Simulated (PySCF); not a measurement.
Species: CH5Cl2Ga2N.
Bonds: C1–N2 (double), N2–Ga3, Ga3–Cl4, Cl4–Ga5, Ga5–Cl6, Ga3–Cl6. Hydrogens: H7, H8 on C1; H9 on Ga3; H10, H11 on Ga5.

Method: PBE0-D3(BJ)/def2-SVP geometry optimisation, gas phase in PySCF 2.14.0.

(1) How far are the bound atoms from Ga3?

(2) List the angles at Ga3.

(3) Describe the arrangement about Ga3 in numbers.

(4) How far are the bound atoms from Ga5?

(5) List the angles at Ga5.

(6) Describe the arrangement about Ga5 in numbers.

(7) What are the other bond lengths?

(8) Give some angles away from the centre.

(9) What are the rotational constants (commonest isotopes, rigid rotor)?

Results:

(1) 4 atoms: H9 1.557 Å, N2 1.865 Å, Cl4 2.348 Å, Cl6 2.354 Å. The nearest atom not counted as bound is C1, at 2.75 Å.

(2) 
```tsv
angle	degrees	distance of the outer atoms (Å)
N2–Ga3–H9	132.8	3.14
Cl6–Ga3–H9	109.5	3.23
Cl4–Ga3–H9	109.0	3.21
N2–Ga3–Cl6	103.6	3.33
N2–Ga3–Cl4	103.3	3.32
Cl4–Ga3–Cl6	90.6	3.34
```

(3) Angles from 90.6° to 132.8°; τ4 = (360° − α − β)/141° = 0.83 with α and β the two widest (0 for a square, 1 for a tetrahedron).

(4) 4 atoms: H10 1.552 Å, H11 1.554 Å, Cl6 2.381 Å, Cl4 2.383 Å. The nearest atom not counted as bound is Ga3, at 3.35 Å.

(5) 
```
      angle  degrees  distance of the outer atoms (Å)
H10–Ga5–H11    134.1                             2.86
Cl4–Ga5–H10    106.8                             3.20
Cl6–Ga5–H10    106.4                             3.19
Cl6–Ga5–H11    105.8                             3.18
Cl4–Ga5–H11    105.6                             3.18
Cl4–Ga5–Cl6     89.1                             3.34
```

(6) Angles from 89.1° to 134.1°; τ4 = (360° − α − β)/141° = 0.84 with α and β the two widest (0 for a square, 1 for a tetrahedron).

(7) C1=N2 1.263 Å; C1–H7 1.109 Å; C1–H8 1.113 Å.

(8) C1–N2–Ga3 121.9°, Ga3–Cl4–Ga5 90.2°.

(9) A = 1905, B = 695.3, C = 593.1 MHz: an asymmetric top.

Point group: near Cs, missed by 0.20 Å at most; the miss may be what the optimiser left on a soft mode. Charge 0, singlet. No PBE0-D3(BJ)/def2-SVP frequencies stand behind this structure, so it isn't proved a minimum.

The values belong to the conformer `[CH2:1]=[N:2][GaH-:3]1[Cl+:4][GaH2-:5][Cl+:6]1`: C1–N2–Ga3–Cl4 -128°.
